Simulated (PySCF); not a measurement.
**BiCl, PBE0: how much the basis matters**

PySCF, UKS reference; triplet, unpaired electrons π ↑↑; De to Bi + Cl without counterpoise correction.

```
                 basis                           relativity  functions  Re (Å)  ωe (cm⁻¹)  De (eV)  μ (D)
              def2-SVP  scalar-relativistic core potentials         44   2.469        342     2.93  -3.17
cc-pVDZ-PP/cc-pV(D+d)Z  scalar-relativistic core potentials         46   2.468        332     2.90  -3.41
             def2-SVPD  scalar-relativistic core potentials         59   2.483        331     3.02  -3.32
cc-pVTZ-PP/cc-pV(T+d)Z  scalar-relativistic core potentials         78   2.440        339     3.06  -2.98
          x2c-TZVPPall                        spin-free X2C        125   2.426        342     3.10  -2.90
```

**Question.** How does each smaller set differ from the one with most functions, x2c-TZVPPall?

**Answer.** def2-SVP: +4.3 pm, +0.0 % in ωe, -0.17 eV in De; cc-pVDZ-PP/cc-pV(D+d)Z: +4.2 pm, -2.9 % in ωe, -0.20 eV in De; def2-SVPD: +5.7 pm, -3.2 % in ωe, -0.08 eV in De; cc-pVTZ-PP/cc-pV(T+d)Z: +1.4 pm, -0.9 % in ωe, -0.04 eV in De. All at PBE0; the set with most functions is neither the basis-set limit nor always the best. The rows treat relativity differently, so the differences are not basis effects alone.

A positive dipole means Bi(−)Cl(+). These are scalar-relativistic numbers at best; spin–orbit coupling would shift them, the dissociation energy most. The state is the lowest determinant that a PBE0 search found; another state may lie lower at other levels.
